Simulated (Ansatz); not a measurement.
System: C₂H₅Si, charge 0, doublet. C2H5Si (SMILES C=[C][SiH3], doublet).
B3LYP-D3(BJ)/def2-TZVP minimum from Ansatz (an electronic-structure program):
```xyz
8

Si     1.0511    -0.3054    -0.2814
C     -0.6182     0.3311     0.0407
C     -1.8112     0.4521     0.5459
H      1.1603    -0.6812    -1.7088
H      1.3552    -1.5011     0.5494
H      2.0412     0.7501     0.0288
H     -2.5002     1.2420     0.2445
H     -2.1959    -0.2334     1.3056
```
Charge 0, spin multiplicity 2.

Atomisation energy term by term, kcal/mol (programs: Ansatz). Radicals and triplets start from unrestricted determinants; spin-orbit coupling is neglected. Cores are frozen in correlated methods. Rows without X2C or -DK are non-relativistic. CBS(X,Y): correlation extrapolated as X^-3, Hartree-Fock from the larger set. A bracket is a step between two methods taken in the basis named. '+ core + X2C': CCSD(T) terms for core correlation (cc-pwCVTZ, 1s frozen past Ne) and scalar relativity (cc-pVTZ-DK). For partners of very few electrons the exact lower level stands in for a higher one. The UHF reference of C2H5Si (C=[C][SiH3], doublet) is spin-contaminated (<S^2> up to 0.19 over the pure value in the sets run).

```csv
term,basis,kcal/mol
Hartree-Fock,cc-pV(Q+d)Z,508.17
CCSD correlation,"CBS(cc-pV(T+d)Z,cc-pV(Q+d)Z)",146.38
(T),"CBS(cc-pV(T+d)Z,cc-pV(Q+d)Z)",8.66
CCSDT(Q) - CCSD(T),cc-pV(D+d)Z,0.90
core correlation,cc-pwCVTZ,1.88
scalar relativity,"X2C, cc-pVTZ-DK",-1.00
sum: De,,665.0
```
